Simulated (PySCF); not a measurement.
H₆OSi₂, SMILES [SiH3]O[SiH3]. Atoms are numbered in the order given.

```xyz
9

Si     1.5880     0.0000     0.0697
O      0.0000     0.0000    -0.3995
Si    -1.5880     0.0000     0.0697
H      2.4403     0.0000    -1.1518
H      1.8877    -1.2152     0.8867
H      1.8877     1.2152     0.8867
H     -1.8877     1.2152     0.8867
H     -2.4403     0.0000    -1.1518
H     -1.8877    -1.2152     0.8867
```

Geometry: PBE0-D3(BJ)/def2-SVP.

Method: ωB97X/def2-TZVPD in PySCF.

Symmetry labels are those of the subgroup C2v that the program uses (full group C2v).

Computed valence orbital energies around the gap with their symmetry:
```
orbital  symmetry  energy (eV)
-------  --------  -----------
HOMO−7         A1       -17.09
HOMO−6         B1       -14.72
HOMO−5         A1       -14.19
HOMO−4         B2       -14.17
HOMO−3         B1       -12.33
HOMO−2         A2       -12.31
HOMO−1         A1       -11.27
HOMO           B2       -11.14
LUMO           A1         1.46
LUMO+1         A1         1.81
LUMO+2         B1         2.02
LUMO+3         A1         2.54
```
